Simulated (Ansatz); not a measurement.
Consider the ligand exchange at the Al–C bond: `C[CH2][AlH][SiH3]` + HCl → `[SiH3][AlH][Cl]` + `CC`.

Computed with Ansatz on PBE0-D4/def2-TZVP structures; ΔE is electronic, products minus reactants. CCSD(T)/CBS adds triple-zeta CCSD(T) − MP2 to the extrapolated MP2 energy (def2 sets, frozen cores). This one scheme is used for every species. Functionals use def2-TZVPP. One conformer a species, not always the lowest.

| level | ΔE (kJ/mol) |
| --- | --- |
| r2SCAN-D4 | -188.1 |
| ωB97X-V | -186.0 |
| PBE | -181.3 |
| r2SCAN | -189.4 |
| SCS-MP2/def2-TZVPP | -188.0 |
| CCSD(T)/def2-TZVPP | -182.6 |
| MP2/def2-QZVPP | -188.2 |
| CCSD/CBS(def2) | -187.9 |

(1) What does CCSD(T)/CBS give? (Estimate.)

Largest T1 diagnostic among the species: 0.011.

Results:

(1) Ansatz gave: -185.3 kJ/mol. The listed levels differ from it by -2.8, -0.7, 4.0, -4.1, -2.7, 2.7, -2.9, -2.6 kJ/mol.

In def2-TZVPP, CCSD(T) changes the Hartree–Fock value by +25.1 kJ/mol (the triples alone add +2.6 kJ/mol) and MP2 by +21.0 kJ/mol. From PBE to PBE0 (25 % exact exchange), in def2-TZVPP and without D4, ΔE moves by −4.7 kJ/mol. The D4 term adds +5.7 kJ/mol with B3LYP and +3.5 kJ/mol with PBE0; it sums over pairs of atoms, weighted by their polarisabilities, and B3LYP, whose exchange is more repulsive, gets the larger term.

B3LYP here is the variant with VWN-RPA as its local correlation; programs differ in this.
